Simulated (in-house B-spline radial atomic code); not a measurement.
Values are calculated unless marked as measured or tabulated.
# Making a Troullier-Martins d channel for Rh, r_c = 0.85 bohr

Rh, [Kr] 4d8 5s1, non-relativistic LDA (VWN5), spherical and spin-unpolarised, from an all-electron radial atomic-structure program (B-spline basis) (atomic units). The all-electron 4d level is ε = -0.239422 hartree, its outermost node lies just inside 0.47 bohr and its outer maximum at 1.13 bohr.

Inside r_c the pseudo-orbital is u(r) = r^3 exp(p(r)), with p = c0 + c2 r² + c4 r⁴ + … + c12 r¹². The seven coefficients follow from p and its first four derivatives at r_c, from zero curvature of the screened potential at the origin, c4 = −c2²/(2l + 5), and from the norm inside r_c. At r_c the all-electron orbital has P = 0.7289704, P' = 0.9224656, the screened potential V = -7.521125, V' = 20.07056, V'' = -66.43709, and the norm inside is Q = 0.122888.

Q: What are p, p' and p'' at r_c?

A: p = ln(P/r_c^3) = ln(0.7289704/0.614125) = 0.17143. p' = P'/P − 3/r_c = 1.26544 − 3.52941 = -2.26398. The radial equation gives p'' = 2(V − ε) − 2(3) p'/r_c − p'² = -14.56341 − (-15.98100) − 5.12558 = -3.70799. Differentiating, p''' = 2V' + 2(3)p'/r_c² − 2(3)p''/r_c − 2p'p'' = 30.724, and p'''' = 2V'' − 4(3)p'/r_c³ + 4(3)p''/r_c² − 2(3)p'''/r_c − 2p''² − 2p'p''' = -255.48.

For a trial c2 the five matching conditions are linear in c0, c6, c8, c10 and c12, and c2 is varied until the norm inside r_c equals Q. The root nearest zero gives:

```tsv
n	c_n
0	2.73571
2	-7.732275
4	-6.64312
6	72.26709
8	-142.5437
10	118.337
12	-36.70623
```

Q: Check c4 and p(r_c), and find the screened pseudopotential at the origin.

A: −c2²/9 = -6.64312, as listed. The terms c_n r_c^n are 2.73571, -5.58657, -3.46775, 27.25550, -38.84182, 23.29752, -5.22116, which sum to 0.17143. Inverting the radial equation, V_l(r) = ε + 3 p'/r + (p'' + p'²)/2, so V_l(0) = ε + (2l + 3) c2 = -0.239422 + 7 × (-7.73228) = -54.3653 hartree, finite where the all-electron potential diverges.

Orbitals and screened potentials:

| r (bohr) | P | u | V all-electron | V pseudo |
| --- | --- | --- | --- | --- |
| 0.085 | -0.1337 | 0.008953 | -373.2 | -54.22 |
| 0.212 | -0.4103 | 0.103 | -101.1 | -49.89 |
| 0.34 | -0.2994 | 0.2479 | -45.72 | -34.44 |
| 0.468 | 0.0124 | 0.3439 | -25.52 | -14.62 |
| 0.595 | 0.3276 | 0.4323 | -16.02 | -3.696 |
| 0.722 | 0.5706 | 0.5783 | -10.75 | -5.62 |
| 0.85 | 0.729 | 0.729 | -7.521 | -7.521 |

Logarithmic derivatives P'/P at R = 1.15 bohr, for energies E around ε:

```
E − ε (hartree)  all-electron      pseudo
           -0.5      0.392033    0.389657
          -0.25      0.190453    0.189784
           -0.1     0.0624416   0.0623263
              0    -0.0261317  -0.0261315
            0.1     -0.117472     -0.1176
           0.25     -0.260049   -0.260917
            0.5     -0.514145   -0.518145
```

Q: With P(R) = 0.8435091 and a norm of 0.3199285 inside R, what slope in energy does norm conservation fix?

A: d(P'/P)/dE = −2 × (norm inside R)/P(R)² = -0.8993 per hartree·bohr at E = ε, for both atoms, since orbital and norm agree at R. Differences over ±0.1 hartree give -0.8996 (all-electron) and -0.8996 (pseudo), which also hold third-order terms. Half a hartree below ε the two curves differ by -0.0024.
